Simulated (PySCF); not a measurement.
1-methyl-2,5-dihydropyrrole (C5H9N), SMILES C1C=CCN1C.

Geometry optimised at PBE-D3(BJ)/def2-SVP. One conformer was computed; it need not be the lowest.

Calculation: PBE-D3(BJ)/def2-SVP run with PySCF.

Frequencies are harmonic and unscaled.

Task: List the normal modes with their intensities. (An estimate is asked for; the answer gives what the named calculation found.)

Result: 
| mode | ν (cm⁻¹) | IR (km/mol) | moving atoms (share of kinetic energy) |
|---|---|---|---|
| 1 | 137 | 0.8 | C 57 %, H 39 % |
| 2 | 227 | 1.7 | H 95 % |
| 3 | 279 | 7.4 | N 48 %, H 40 %, C 12 % |
| 4 | 336 | 0.0 | C 48 %, H 40 %, N 12 % |
| 5 | 393 | 0.8 | C 57 %, H 43 % |
| 6 | 608 | 8.2 | C 66 %, H 20 %, N 14 % |
| 7 | 655 | 19.0 | H 84 %, C 13 % |
| 8 | 772 | 2.7 | C 82 %, H 11 % |
| 9 | 859 | 17.3 | C 70 %, H 24 % |
| 10 | 917 | 4.7 | H 55 %, C 43 % |
| 11 | 920 | 0.0 | H 84 %, C 16 % |
| 12 | 978 | 12.4 | H 58 %, C 40 % |
| 13 | 982 | 1.6 | C 57 %, H 42 % |
| 14 | 996 | 0.3 | H 54 %, C 45 % |
| 15 | 1041 | 18.5 | H 63 %, C 32 % |
| 16 | 1075 | 3.2 | H 85 %, C 15 % |
| 17 | 1094 | 8.7 | H 79 %, C 19 % |
| 18 | 1145 | 0.1 | H 93 % |
| 19 | 1149 | 1.9 | H 79 %, N 12 %, C 8 % |
| 20 | 1223 | 30.4 | N 49 %, H 26 %, C 25 % |
| 21 | 1234 | 18.7 | C 46 %, H 36 %, N 18 % |
| 22 | 1267 | 5.3 | H 60 %, C 22 %, N 18 % |
| 23 | 1341 | 29.3 | C 43 %, H 39 %, N 18 % |
| 24 | 1342 | 3.9 | C 47 %, H 44 %, N 9 % |
| 25 | 1391 | 1.6 | H 84 %, C 15 % |
| 26 | 1408 | 21.5 | H 95 % |
| 27 | 1426 | 5.9 | H 92 %, C 8 % |
| 28 | 1430 | 3.0 | H 94 % |
| 29 | 1448 | 9.5 | H 89 %, C 10 % |
| 30 | 1650 | 0.7 | C 92 % |
| 31 | 2777 | 112.3 | H 93 % |
| 32 | 2786 | 67.2 | H 93 % |
| 33 | 2821 | 168.2 | H 94 % |
| 34 | 2927 | 72.8 | H 92 % |
| 35 | 2931 | 29.7 | H 92 % |
| 36 | 2990 | 41.1 | H 94 % |
| 37 | 3045 | 16.6 | H 90 %, C 10 % |
| 38 | 3137 | 2.7 | H 92 % |
| 39 | 3160 | 10.8 | H 90 %, C 10 % |
